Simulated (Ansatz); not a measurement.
(1) Predict a relaxed structure of the cluster Sn₂S₄, charge 0, singlet, at PBE-D4/def2-SVP (Ansatz).

Answers

(1) 
```xyz
6

Sn   -1.5419   -1.1299   -0.1354
Sn    1.5479    1.1283    0.1360
S    -0.0018   -0.1671    1.8282
S     0.0019    0.1732   -1.8274
S     1.8067   -1.1662    1.2331
S    -1.8127    1.1617   -1.2345
```
Point group Ci (tolerance 0.1 Å). This is one stationary point.

In the def2 sets Sn takes a core potential; there is no spin–orbit coupling. The structure comes from a short search, and lower isomers may exist.
